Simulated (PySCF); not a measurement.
# Excitation energy of P by level of theory

P [Ne] 3s2 3p3 (4S) → P [Ne] 3s1 3p4 (4P), as a difference of total energies. Computed with PySCF 2.14 in aug-cc-pCVQZ-DK, with scalar relativity by spin-free X2C-1e. Correlated levels: valence: [Ne] frozen; valence and next inner shell: 1s2 frozen; nothing frozen. The calculations carry no spin-orbit coupling.

```csv
method,excitation energy (eV),error (eV)
UHF,7.969,+0.574
LDA,8.084,+0.689
PBE,7.985,+0.590
PBE0,8.079,+0.684
r2SCAN,7.668,+0.273
r2SCANh,7.728,+0.333
PW91,7.981,+0.586
M06-2X,8.158,+0.763
MP2 (valence),8.102,+0.707
SCS-MP2 (valence),8.134,+0.739
MP2 (valence and next inner shell),8.212,+0.817
SCS-MP2 (valence and next inner shell),8.215,+0.820
MP2 (all electrons),8.206,+0.811
SCS-MP2 (all electrons),8.212,+0.817
```

Reference: 7.395 eV (measured; NIST levels, between the centres of gravity of the two terms).
